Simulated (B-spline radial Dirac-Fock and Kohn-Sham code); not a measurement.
## Re³⁺ 5d5/2: cross section and angular parameters

System: the Re³⁺ ion, [Xe] 4f14 5d4; threshold 37.65 eV (orbital energy of the model). Calculated with an atomic code on a B-spline grid, using Dirac-Hartree-Slater photoionisation with a Latter tail; cross sections with all multipoles, angular parameters from the dipole term and its interference with E2.

The run's input, task.json:

```json
{"items": [{
  "Z": 75,
  "q": 3,
  "cfg": [[1, 0, 2], [2, 0, 2], [2, 1, 6], [3, 0, 2], [3, 1, 6], [3, 2, 10], [4, 0, 2], [4, 1, 6], [4, 2, 10], [4, 3, 14], [5, 0, 2], [5, 1, 6], [5, 2, 4]],
  "A": 187,
  "rrms": 5.3698,
  "do": "xps",
  "hv": [69.0, 85.5, 87.1, 100, 101.0, 103.0, 164.0, 177.0, 198.0, 220.0, 253.0, 261.0, 300, 400, 535.0, 686.0, 752.0, 1000, 1300.0, 1660.0, 2210.0, 2610.0, 2984.4, 3310.0, 4000, 5414.7, 5590.0, 9210.0, 12300.0, 15000]
}]}
```

Command: `python xray2_run.py task.json out`

For linearly polarised light dσ/dΩ = σ/(4π) [1 + β P₂(cos θ) + (δ + γ cos²θ) sin θ cos φ], with θ from the polarisation vector and φ the angle between the beam and the projection of the electron momentum on the plane normal to the polarisation.

| hν (eV) | σ (kb) | β | γ | δ |
| --- | --- | --- | --- | --- |
| 69 | 1110 | 1.405 | 0.049 | 0.017 |
| 85.5 | 468 | 1.727 | 0.135 | 0.017 |
| 87.1 | 433 | 1.753 | 0.144 | 0.017 |
| 100 | 240 | 1.920 | 0.222 | 0.011 |
| 101 | 230 | 1.929 | 0.228 | 0.010 |
| 103 | 211 | 1.947 | 0.241 | 0.009 |
| 164 | 27.3 | 0.694 | 0.208 | -0.013 |
| 177 | 22.7 | 0.127 | 0.084 | 0.003 |
| 198 | 20.2 | -0.445 | -0.058 | 0.035 |
| 220 | 20.1 | -0.593 | -0.095 | 0.057 |
| 253 | 21.3 | -0.437 | -0.040 | 0.067 |
| 261 | 21.6 | -0.377 | -0.021 | 0.067 |
| 300 | 22.8 | -0.082 | 0.069 | 0.062 |
| 400 | 22.9 | 0.455 | 0.189 | 0.037 |
| 535 | ? | ? | ? | ? |
| 686 | 15.5 | 1.039 | 0.116 | 0.004 |
| 752 | 13.9 | 1.100 | 0.084 | 0.002 |
| 1000 | 9.43 | 1.245 | -0.002 | 0.001 |
| 1300 | 6.11 | 1.327 | -0.039 | 0.005 |
| 1660 | 3.85 | 1.368 | -0.019 | 0.012 |
| 2210 | 2.10 | 1.382 | 0.078 | 0.023 |
| 2610 | 1.43 | 1.375 | 0.171 | 0.032 |
| 2984.4 | 1.04 | 1.362 | 0.263 | 0.039 |
| 3310 | 0.798 | 1.347 | 0.343 | 0.046 |
| 4000 | 0.486 | 1.312 | 0.509 | 0.060 |
| 5414.7 | 0.209 | 1.236 | 0.812 | 0.090 |
| 5590 | 0.191 | 1.227 | 0.846 | 0.094 |
| 9210 | 0.0414 | 1.059 | 1.394 | 0.173 |
| 12300 | 0.0160 | 0.949 | 1.719 | 0.241 |
| 15000 | 0.00812 | 0.871 | 1.933 | 0.298 |

Question: Give the values at 535 eV.

Answer: σ = 19.6 kb, β = 0.823, γ = 0.185, δ = 0.015.
